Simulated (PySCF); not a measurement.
How methods differ on the ionisation energy of Nd

Nd [Xe] 4f4 6s2 [4f5/2^4, M_J = 4] → Nd⁺ [Xe] 4f4 6s1 [4f5/2^4 6s1/2^1, M_J = 7/2], as a difference of total energies. Calculation: PySCF 2.14, in x2c-SVPall-2c with one added diffuse shell each of s, p, d, f type (8s11p10d4f1g, 128 functions); the two-component X2C-1e Hamiltonian. Correlated levels: [Ar] 3d10 frozen; the 16 highest virtual spinors dropped. "Screened" scales the spin-orbit matrix elements by Boettger's factors to mimic the two-electron term; Breit and QED terms are absent.

```tsv
method	ionisation energy (eV)
GHF (spin-free)	4.467
GMP2 (spin-free)	5.345
GHF (screened spin-orbit)	4.468
GMP2 (screened spin-orbit)	5.346
```

How much does correlation contribute at GMP2 (screened spin-orbit)?

5.346 − (4.468) = 0.878 eV, measured against GHF (screened spin-orbit).

The spin-free rows relax to the high-spin LS determinant and lack the spin-orbit shift.

Errors of the correlated levels include the incompleteness of this basis and the frozen core.

The labels give the starting determinants; with spin-orbit coupling the two ends relaxed to ⟨J²⟩ = 23.43, ⟨L²⟩ = 41.88, ⟨S²⟩ = 6.00 and ⟨J²⟩ = 20.19, ⟨L²⟩ = 41.89, ⟨S²⟩ = 8.73.

MP2 underrates the near-degeneracy of ns² with np² in the lower species.

The determinant of Nd and of Nd⁺ mixes levels of different J (the jj label is only the starting occupation), so the difference between spin-free and spin-orbit rows is not the physical spin-orbit shift.

For comparison: 5.525 eV (measured; NIST Atomic Spectra Database, ionization energies).
